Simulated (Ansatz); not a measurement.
Molecule: C4H7O (charge 0, doublet). It need not be the lowest isomer of its formula. 
Geometry from a B3LYP-D3(BJ)/def2-TZVP (Ansatz, a quantum-chemistry and plane-wave program) optimisation:
```xyz
12

C     -2.2454    -0.2823    -0.0667
C     -0.8416     0.3043    -0.1773
C      0.2314    -0.6887     0.2735
C      1.6488    -0.1685     0.1886
O      2.0227     0.8892    -0.1757
H     -2.3515    -1.1759    -0.6862
H     -2.9976     0.4382    -0.3918
H     -2.4775    -0.5632     0.9633
H     -0.7623     1.2111     0.4261
H     -0.6375     0.6043    -1.2074
H      0.0805    -1.0060     1.3102
H      0.2048    -1.6102    -0.3166
```
Charge 0, spin multiplicity 2.

Parts of the frozen-core correlation energy in cc-pVTZ (Ansatz, hartree). Frozen orbitals: 5; correlated occupied orbitals by spin: 15 and 14; virtual: 228 and 229. UHF or UKS for open shells. No spin-orbit coupling. No relativistic terms.

```
term                            value
-------------------------  ----------
reference (HF)             -230.45279
MP2 opposite-spin                   ?
MP2 same-spin                       ?
CCSD correlation                    ?
(T)                          -0.03932
T1 diagnostic                   0.016
largest doubles amplitude       0.040
<S^2> of the reference          0.763
```

Problem. Fill in the missing entries.

Solution. 
- MP2 opposite-spin, value: -0.67526
- MP2 same-spin, value: -0.21007
- CCSD correlation, value: -0.92374
